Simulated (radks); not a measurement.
Question: All-electron atom: a nucleus of charge 53.8 with 51 electrons in [Kr] 4d10 5s2 5p3. Calculated with a radial shooting solver on a logarithmic mesh with Libxc functionals: Dirac Kohn-Sham, LDA (Slater exchange, Perdew-Wang correlation), spin-unpolarised, spherical densities, finite nucleus; open shells fill j = l - 1/2 first; Fermi nuclear charge, rms radius 4.75 fm. Some entries of the table are withheld. Estimate them.

orbital,occ.,eigenvalue (hartree),<1/r> (bohr^-1),r(max) (bohr)
1s1/2,2,(1),57.80,0.01725
2s1/2,2,-195.4450,13.51,0.09762
2p1/2,2,-183.7445,13.50,0.07474
2p3/2,4,-172.0255,12.42,0.07961
3s1/2,2,-40.75825,4.825,(2)
3p1/2,2,-35.88863,(3),0.2671
3p3/2,4,-33.66762,(4),0.2779
3d3/2,4,-25.05977,4.331,(5)
3d5/2,6,-24.59026,4.262,(6)
4s1/2,2,-8.22997,1.958,0.6649
4p1/2,2,-6.50844,1.850,0.6807
4p3/2,4,-6.06264,1.762,0.7052
4d3/2,4,-3.27445,1.518,0.7486
4d5/2,6,-3.20266,1.496,0.7572
5s1/2,2,-1.74067,0.7443,1.596
5p1/2,2,-1.30659,0.6532,1.772
5p3/2,1,-1.24588,0.6270,1.839

Answer: 
(1) 1s1/2 eigenvalue (hartree): -1251.618
(2) 3s1/2 r(max) (bohr): 0.2808
(3) 3p1/2 <1/r> (bohr^-1): 4.740
(4) 3p3/2 <1/r> (bohr^-1): 4.472
(5) 3d3/2 r(max) (bohr): 0.2251
(6) 3d5/2 r(max) (bohr): 0.2282
